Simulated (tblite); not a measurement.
Compound: CH₁₃NSi₄.
SMILES: `CN[Si]([SiH3])([SiH3])[SiH3]`

All values are computed: GFN2-xTB (tblite) harmonic vibrations without scaling, gas phase. Errors from tens to a few hundred cm⁻¹ against measured bands are possible. Modes of hydrogen on silicon can be 10 to 20 % off.

Harmonic wavenumbers (cm⁻¹): 36.1, 39.3, 42.8, 66.5, 82.4, 87.8, 111.8, 122.2, 138.9, 192.2, 292.9, 327.7, 369.4, 379.6, 390.1, 397.0, 399.5, 445.0, 476.0, 494.1, 529.3, 756.9, 760.6, 770.3, 804.8, 812.6, 818.0, 821.8, 829.1, 829.3, 844.7, 1062.4, 1108.8, 1144.3, 1361.5, 1426.4, 1494.5, 1506.3, 2183.4, 2191.4, 2198.9, 2205.7, 2215.3, 2224.5, 2225.4, 2236.9, 2239.9, 2888.3, 2970.9, 3016.1, 3432.9.

A = 1157, B = 1063, C = 934.5 MHz; mass 151.013 u (most abundant isotopes); point group C1, symmetry number 1.

Task: What is the zero-point energy?

Result: ½Σν̃ = 27401 cm⁻¹ = 78.34 kcal/mol.

Task: What is S at 500 K and 1 bar for an ideal gas of classical rigid rotors and harmonic oscillators?

Result: Translation 43.54, rotation 31.56, vibration 78.08: S = 153.2 cal/(mol K).

Task: And Cp and H(500 K) − H(0)?

Result: Cp = 66.37 cal/(mol K), of which vibrations give 58.42 (their classical limit is 51 R = 101.3); H(500 K) − H(0) = 21.73 kcal/mol without the zero-point energy, 17.76 from vibrations.

Task: Blend soft modes into free rotors: weight 1/[1 + (100 cm⁻¹/ν̃)⁴] for the oscillator and the rest for a rotor with moment μB/(μ + B), μ = h/(8π²ν), B = 10⁻⁴⁴ kg m². What vibrational entropy results?

Result: 68.39 cal/(mol K) in place of 78.08, which changes −T·S at 500 K by +4.85 kcal/mol.

Task: Which modes carry the vibrational entropy at 500 K?

Result: 36.1 cm⁻¹: 6.49; 39.3 cm⁻¹: 6.32; 42.8 cm⁻¹: 6.15; 66.5 cm⁻¹: 5.28; 82.4 cm⁻¹: 4.85; 87.8 cm⁻¹: 4.73 cal/(mol K); the other 45 give 44.27 together.

Task: What must be added to the electronic energy to get the Gibbs energy at 500 K and 1 bar?

Result: ZPE + [H(500 K) − H(0)] − T·S = 78.34 + 21.73 − 76.59 = 23.48 kcal/mol.

Hindered rotation and anharmonicity are outside this model. The structure is chiral; the term R ln 2 for an equal mix with its mirror image is left out.

Conformer computed: `[CH3:1][NH:2][Si:3]([SiH3:4])([SiH3:5])[SiH3:6]`: C1–N2–Si3–Si4 60°.
